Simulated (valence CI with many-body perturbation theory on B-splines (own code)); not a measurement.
## Sensitivity of CI+MBPT for K VI

Calculated by configuration interaction combined with many-body perturbation theory (CI+MBPT): four valence electrons over a frozen Dirac-Fock core [Ne], radial functions for each j: 6 s, 6 p, 5 d, 3 f, 1 g, with the one-electron correlation potential Σ1 (screened to all orders), the two-electron term Σ2, the three-electron term Σ3, Breit, model QED; selected single and double excitations, second order for the rest (own B-spline code, finite nucleus).

Set against measurement, 19 paired levels are off by 245 cm⁻¹ on average, the worst by 619. These come from a selection out of Sansonetti, J. Phys. Chem. Ref. Data 37, 7 (2008). Levels without a partner in it may be off by more.

The reference run has the lowest level 3s2 3p2 3P_0 and an ionisation energy of 99.4357 eV. Its largest variational space holds 10000 state functions.

Names give the largest LS component (configuration and term), which can be under half, so a name can repeat, a term be missing and a line seem to break the LS rules; names also repeat where a configuration has a term twice.

Changed runs:
A. correlating orbitals by l 3 3 3 2 1 → 4 4 0 0 0
B. natural orbitals for correlation on → off
C. hole-hole ladder in Σ2 on → off; selection threshold (hartree) 2e-08 → 2e-07
D. logarithmic knot step 0.27 → 0.8 (bad on purpose)

Excitation energies of the reference run in cm⁻¹, and shifts in cm⁻¹:

```csv
Level,Reference,A,B,C,D
3s2 3p2 3P_1,1132,-10,-10,+0.2,+0.5
3s2 3p2 3P_2,2931,-1.8,-2.2,-0.3,+1.2
3s2 3p2 1D_2,19213,+1782,+1589,+16,+5.2
3s2 3p2 1S_0,43758,+2128,+2263,+31,+10
3s 3p3 5S°_2,99590,-1663,-1755,-38,-142
3s 3p3 3D°_1,140676,+291,+52,+2.6,-113
3s 3p3 3D°_2,140733,+294,+56,+2.6,-113
3s 3p3 3D°_3,140936,+297,+57,+2.9,-113
3s 3p3 3P°_0,163542,+797,+787,+15,-106
3s 3p3 3P°_1,163558,+795,+784,+15,-106
3s 3p3 3P°_2,163558,+791,+775,+14,-105
3s 3p3 1D°_2,178877,+908,+480,-2.1,-43
Ionisation energy (eV),99.4357,-0.1850,-0.1348,-0.0086,+0.0034
```
